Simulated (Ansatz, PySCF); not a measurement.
Reaction R1 → P1 + P2, each structure at its B3LYP-D3(BJ)/def2-TZVP stationary point, reached from a drawn start (curvature not checked).
R1: CH3Cl3Si (SMILES C[Si](Cl)(Cl)Cl), charge 0, multiplicity 1.
P1: CH3 (SMILES [CH3]), charge 0, multiplicity 2.
P2: Cl3Si (SMILES Cl[Si](Cl)Cl), charge 0, multiplicity 2.

P less R. No zero-point or thermal terms; singlets are restricted closed shells; open shells are unrestricted.

Correlated levels freeze the cores.

Codes used: Ansatz (Gaussian basis) for Hartree–Fock, density functionals and correlated methods; PySCF for the D3/D4 terms. No computed number here is a measurement.

| level | reaction energy (kJ/mol) |
|---|---|
| PBE/def2-TZVPP | 381.0 |
| PBE-D3(BJ)/def2-TZVPP | 389.7 |
| BLYP-D3(BJ)/def2-TZVPP | 373.8 |
| revPBE/def2-TZVPP | 357.6 |
| r2SCAN-D3(BJ)/def2-TZVPP | 377.7 |
| B3LYP-D3(BJ)/def2-TZVPP | 386.5 |
| BHLYP/def2-TZVPP | 377.9 |
| CAM-B3LYP-D3(BJ)/def2-TZVPP | (withheld) |
| CCSD(T)/cc-pV(T+d)Z | (withheld) |

Question: Some entries are withheld; supply them.

Answer: 
- CAM-B3LYP-D3(BJ)/def2-TZVPP, reaction energy (kJ/mol): 396.1
- CCSD(T)/cc-pV(T+d)Z, reaction energy (kJ/mol): 402.5

Ansatz is a first-principles code.
